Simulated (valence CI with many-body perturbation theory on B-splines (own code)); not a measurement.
## E1 line list for Tb60+

Level of theory: relativistic CI+MBPT: three valence electrons over a frozen Dirac-Fock core [He], radial functions for each j: 11 s, 11 p, 10 d, 8 f, 5 g, 2 h, with the one-electron correlation potential Σ1 (screened to all orders), the two-electron term Σ2, the three-electron term Σ3, Breit, model QED; selected single and double excitations, second order for the rest, scaled by the run's own slope (own B-spline code, finite nucleus).

The last digits are not significant, and no measured levels were compared; by estimate large intervals hold to a few tenths of a per cent, small ones and those within an open d or f shell to about a per cent.

Lines 101 to 150 of 576 in falling wavelength, among levels below 11407 eV, chosen from the strongest by gf and those to the six lowest levels. Wavelengths and rates use the calculated energies. Electric multipoles are in the length gauge, E1 and E2 with the static RPA response of the core. Weak lines are less certain than strong ones. Lines between different terms over intervals too small for the method are left out, as are lines whose strength nearly cancels.

Levels are named by their leading jj configuration (3d3/2^4 stands for four electrons in 3d with j = 3/2), which in mixed levels can hold well under half, so a name can repeat and another be missing. Letters in brackets count levels of one name in rising energy.

| λ vac (nm) | Upper | Lower | A (s⁻¹) | S (a.u.) |
| --- | --- | --- | --- | --- |
| 4.143 | (2p1/2 2p3/2 3p3/2) J=5/2 [a] | (2p1/2 2p3/2 3s) J=3/2 [a] | 3.24e+11 | 6.82e-02 |
| 4.142 | (2s 2p3/2 3p3/2) J=5/2 [b] | (2s 2p3/2 3s) J=3/2 [b] | 3.57e+11 | 7.51e-02 |
| 4.131 | (2p1/2 2p3/2 3d3/2) J=1/2 [a] | (2p1/2 2p3/2 3p1/2) J=1/2 | 1.94e+11 | 1.35e-02 |
| 4.112 | (2p1/2 2p3/2 3p3/2) J=7/2 | (2p1/2 2p3/2 3s) J=5/2 | 2.95e+11 | 8.08e-02 |
| 4.100 | (2p1/2 2p3/2 3p3/2) J=3/2 [a] | (2p1/2 2p3/2 3s) J=1/2 | 9.42e+10 | 1.28e-02 |
| 4.094 | (2s 2p1/2 3p3/2) J=1/2 | (2s 2p1/2 3s) J=1/2 [b] | 3.33e+11 | 2.26e-02 |
| 4.094 | (2p3/2^2 3p3/2) J=3/2 [b] | (2p3/2^2 3s) J=1/2 | 3.50e+11 | 4.75e-02 |
| 4.092 | (2s 2p3/2 3p3/2) J=7/2 | (2s 2p3/2 3s) J=5/2 | 3.76e+11 | 1.02e-01 |
| 4.045 | (2p1/2 2p3/2 3p3/2) J=3/2 [b] | (2p1/2 2p3/2 3s) J=3/2 [b] | 1.80e+11 | 2.36e-02 |
| 4.031 | (2p1/2 2p3/2 3d3/2) J=5/2 [b] | (2p1/2 2p3/2 3p1/2) J=5/2 | 9.24e+10 | 1.79e-02 |
| 4.019 | (2s 2p3/2 3p3/2) J=5/2 [a] | (2s 2p3/2 3s) J=3/2 [a] | 1.84e+11 | 3.53e-02 |
| 3.999 | (2s 2p1/2 3d3/2) J=3/2 [b] | (2s 2p1/2 3p1/2) J=3/2 | 1.18e+11 | 1.49e-02 |
| 3.962 | (2s 2p1/2 3p3/2) J=3/2 [a] | (2s 2p1/2 3s) J=1/2 [a] | 3.87e+11 | 4.76e-02 |
| 3.955 | (2s 2p3/2 3p3/2) J=1/2 [a] | (2s 2p3/2 3s) J=3/2 [a] | 3.88e+11 | 2.37e-02 |
| 3.937 | (2s 2p3/2 3p3/2) J=3/2 [b] | (2s 2p3/2 3s) J=3/2 [b] | 1.87e+11 | 2.26e-02 |
| 3.936 | (2s^2 3p3/2) J=3/2 | (2s^2 3s) J=1/2 | 4.28e+11 | 5.15e-02 |
| 3.932 | (2s 2p3/2 3p3/2) J=3/2 [a] | (2s 2p3/2 3s) J=5/2 | 9.32e+10 | 1.12e-02 |
| 3.909 | (2p1/2 2p3/2 3p3/2) J=5/2 [b] | (2p1/2 2p3/2 3s) J=3/2 [b] | 1.77e+11 | 3.13e-02 |
| 3.907 | (2p1/2^2 3p3/2) J=3/2 | (2p1/2^2 3s) J=1/2 | 3.22e+11 | 3.80e-02 |
| 3.901 | (2s 2p1/2 3p3/2) J=5/2 | (2s 2p1/2 3s) J=3/2 | 3.90e+11 | 6.86e-02 |
| 3.874 | (2s 2p3/2 3p3/2) J=3/2 [b] | (2s 2p3/2 3s) J=1/2 | 2.63e+11 | 3.02e-02 |
| 3.869 | (2s 2p1/2 3p3/2) J=3/2 [b] | (2s 2p1/2 3s) J=3/2 | 2.12e+11 | 2.42e-02 |
| 3.842 | (2p1/2 2p3/2 3p3/2) J=3/2 [b] | (2p1/2 2p3/2 3s) J=1/2 | 1.20e+11 | 1.34e-02 |
| 3.835 | (2s 2p3/2 3p3/2) J=1/2 [b] | (2s 2p3/2 3s) J=1/2 | 3.68e+11 | 2.05e-02 |
| 3.811 | (2p1/2 2p3/2 3p3/2) J=5/2 [b] | (2p1/2 2p3/2 3s) J=5/2 | 1.96e+11 | 3.21e-02 |
| 3.768 | (2p1/2^2 2p3/2) J=3/2 | (2s 2p1/2 2p3/2) J=3/2 [a] | 1.77e+10 | 1.87e-03 |
| 3.767 | (2p3/2^2 3p3/2) J=3/2 [a] | (2p3/2^2 3s) J=3/2 | 3.80e+11 | 4.01e-02 |
| 3.751 | (2p1/2 2p3/2 3p3/2) J=3/2 [b] | (2p1/2 2p3/2 3s) J=3/2 [a] | 1.05e+11 | 1.10e-02 |
| 3.740 | (2s 2p3/2 3p3/2) J=5/2 [a] | (2s 2p3/2 3s) J=5/2 | 2.79e+11 | 4.32e-02 |
| 3.695 | (2p1/2 2p3/2 3p3/2) J=1/2 [b] | (2p1/2 2p3/2 3s) J=3/2 [b] | 4.15e+11 | 2.07e-02 |
| 3.655 | (2p3/2^2 3p3/2) J=3/2 [a] | (2p3/2^2 3s) J=5/2 | 1.05e+11 | 1.01e-02 |
| 1.291 | (2p3/2^2 3d5/2) J=7/2 | (2s 2p3/2 3d5/2) J=5/2 [b] | 8.61e+11 | 7.31e-03 |
| 1.291 | (2p3/2^2 3p3/2) J=5/2 | (2s 2p3/2 3p3/2) J=3/2 [b] | 1.23e+12 | 7.82e-03 |
| 1.280 | (2p3/2^2 3d3/2) J=5/2 | (2s 2p3/2 3d5/2) J=3/2 [a] | 5.65e+11 | 3.50e-03 |
| 1.275 | (2p3/2^2 3d5/2) J=1/2 | (2s 2p3/2 3d5/2) J=3/2 [b] | 1.71e+12 | 3.49e-03 |
| 1.270 | (2p3/2^2 3d5/2) J=7/2 | (2s 2p3/2 3d5/2) J=7/2 [b] | 6.34e+11 | 5.13e-03 |
| 1.270 | (2p3/2^2 3p3/2) J=7/2 | (2s 2p3/2 3p3/2) J=5/2 [b] | 2.12e+12 | 1.71e-02 |
| 1.270 | (2p3/2^2 3d5/2) J=9/2 | (2s 2p3/2 3d5/2) J=7/2 [b] | 1.87e+12 | 1.89e-02 |
| 1.263 | (2p3/2^2 3s) J=5/2 | (2s 2p3/2 3s) J=3/2 [b] | 1.96e+12 | 1.17e-02 |
| 1.262 | (2p3/2^2 3d3/2) J=5/2 | (2s 2p3/2 3d3/2) J=5/2 [b] | 6.93e+11 | 4.12e-03 |
| 1.261 | (2p3/2^2 3d3/2) J=7/2 | (2s 2p3/2 3d3/2) J=5/2 [b] | 1.82e+12 | 1.44e-02 |
| 1.259 | (2s 2p3/2^2) J=5/2 | (2s^2 2p3/2) J=3/2 | 7.51e+11 | 4.44e-03 |
| 1.258 | (2p3/2^2 3p1/2) J=3/2 | (2s 2p3/2 3p1/2) J=1/2 | 1.82e+12 | 7.16e-03 |
| 1.257 | (2p3/2^2 3p1/2) J=5/2 | (2s 2p3/2 3p1/2) J=3/2 [b] | 2.10e+12 | 1.24e-02 |
| 1.250 | (2p3/2^2 3s) J=3/2 | (2s 2p3/2 3s) J=3/2 [b] | 8.27e+11 | 3.19e-03 |
| 1.246 | (2p3/2^2 3d5/2) J=5/2 [a] | (2s 2p3/2 3d5/2) J=3/2 [b] | 1.07e+12 | 6.11e-03 |
| 1.244 | (2p3/2^2 3s) J=3/2 | (2s 2p3/2 3s) J=1/2 | 1.74e+12 | 6.60e-03 |
| 1.243 | (2p3/2^2 3d3/2) J=3/2 [a] | (2s 2p3/2 3d3/2) J=3/2 [b] | 8.54e+11 | 3.24e-03 |
| 1.242 | (2p3/2^2 3d5/2) J=5/2 [a] | (2s 2p3/2 3d5/2) J=5/2 [b] | 9.97e+11 | 5.66e-03 |
| 1.241 | (2p3/2^2 3d5/2) J=3/2 | (2s 2p3/2 3d5/2) J=3/2 [b] | 1.35e+12 | 5.09e-03 |
